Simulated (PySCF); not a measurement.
**Correlation energy of Se (selenium, neutral)**

[Ar] 3d10 4s2 4p3 4d1, high-spin 5D determinant (an excited configuration). Calculation: PySCF 2.14, in aug-cc-pwCVDZ-PP with ECP10MDF; a scalar-relativistic core potential. Frozen: 3s2 3p6 3d10; 6 electrons correlated.

```tsv
level	correlation energy (mhartree)
CCSD	-76.61
(T)	-1.14
CCSD(T)	-77.75
```

Diagnostics: T1 = 0.0033, D1 = 0.0081, largest double amplitude 0.045.

The outer electron is Rydberg-like, and this basis confines it to a smaller radius and binds it less than a complete one would.

Cost of the coupled-cluster step: of the order of 1.1 core-seconds, for 6 correlated electrons.

Iterations:

```
CC2 = 0
CCSD nocc = (np.int64(5), np.int64(1)), nmo = (39, 39)
frozen orbitals [[0, 1, 2, 3, 4, 5, 6, 7, 8], [0, 1, 2, 3, 4, 5, 6, 7, 8]]
max_cycle = 100
direct = 0
conv_tol = 1e-08
conv_tol_normt = 1e-06
diis_space = 8
diis_start_cycle = 0
Init t2, MP2 energy = -0.0612245195365306
Init E_corr(UCCSD) = -0.0612245195858119
cycle = 1  E_corr(UCCSD) = -0.0729562088557933  dE = -0.0117316893  norm(t1,t2) = 0.0386281
cycle = 2  E_corr(UCCSD) = -0.0755812225256606  dE = -0.00262501367  norm(t1,t2) = 0.0115499
cycle = 3  E_corr(UCCSD) = -0.0766312501392243  dE = -0.00105002761  norm(t1,t2) = 0.0042902
cycle = 4  E_corr(UCCSD) = -0.0766036040770986  dE = 2.76460621e-05  norm(t1,t2) = 0.000837759
cycle = 5  E_corr(UCCSD) = -0.0766078759784114  dE = -4.27190131e-06  norm(t1,t2) = 0.000226778
cycle = 6  E_corr(UCCSD) = -0.076606682575346  dE = 1.19340307e-06  norm(t1,t2) = 5.40553e-05
cycle = 7  E_corr(UCCSD) = -0.076607454650965  dE = -7.72075619e-07  norm(t1,t2) = 1.24903e-05
cycle = 8  E_corr(UCCSD) = -0.0766070854415068  dE = 3.69209458e-07  norm(t1,t2) = 2.71046e-06
cycle = 9  E_corr(UCCSD) = -0.0766072111968056  dE = -1.25755299e-07  norm(t1,t2) = 5.33919e-07
cycle = 10  E_corr(UCCSD) = -0.0766071966071216  dE = 1.45896841e-08  norm(t1,t2) = 1.06187e-07
cycle = 11  E_corr(UCCSD) = -0.076607198182087  dE = -1.57496539e-09  norm(t1,t2) = 2.15482e-08
UCCSD converged
E(UCCSD) = -371.6027691867342  E_corr = -0.07660719818208697
UCCSD(T) correction = -0.00113682945257683
```
